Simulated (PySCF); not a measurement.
Spinor energies of Pb⁶⁰⁺ (lead, charge +60)

Start: [Ar] 3d4; 3d3/2 filled at m_j = -3/2, -1/2, +1/2, +3/2. Calculated with PySCF 2.14 in an uncontracted even-tempered set (15 s from 19 bohr⁻², ratio 2.8; 13 p from 24 bohr⁻², ratio 2.8; 8 d from 24 bohr⁻², ratio 2.8; 3 f from 79 bohr⁻², ratio 3): generalised Hartree-Fock with the X2C-1e Hamiltonian and a Gaussian nucleus; one run each with spin-orbit coupling (SO) switched off, then screened by Boettger's factors.

```csv
spinor shell,electrons,"ε, spin-free (eV)","ε, screened SO (eV)",weight of nominal j (screened SO),"rms radius, screened SO (bohr)"
1s1/2,2,-92788.6,-92740.5,1.000,0.0181
2s1/2,2,-20149.1,-20129.4,1.000,0.0726
2p1/2,2,-17907.2,-19517.3,1.000,0.0613
2p3/2,4,-17907.2,-17272.8,1.000,0.0693
3s1/2,2,-7612.3,-7605.9,1.000,0.180
3p1/2,2,-6945.8,-7369.3,1.000,0.170
3p3/2,4,-6945.8,-6774.3,1.000,0.185
3d3/2,4,-6394.1,-6449.6,1.000,0.158
```

| quantity | spin-free | screened SO |
| --- | --- | --- |
| E (hartree) | -17279.56256 | -17325.75854 |
| M_J | 0 | 0 |
| ⟨J²⟩ | 4.000 | 0.000 |
| ⟨L²⟩ | 6.000 | 2.493 |
| ⟨S²⟩ | 6.000 | 2.493 |

Breit and QED terms are absent; they matter most for the inner s and p1/2 levels.

Densities and radii are taken from the X2C orbitals without a picture-change correction, which distorts them close to the nucleus.

Without spin-orbit coupling the j labels of p, d and f shells carry no meaning; the spin-free column gives the mean over the occupied spinors of each nl shell, and its ⟨J²⟩ belongs to a mixture of degenerate components.
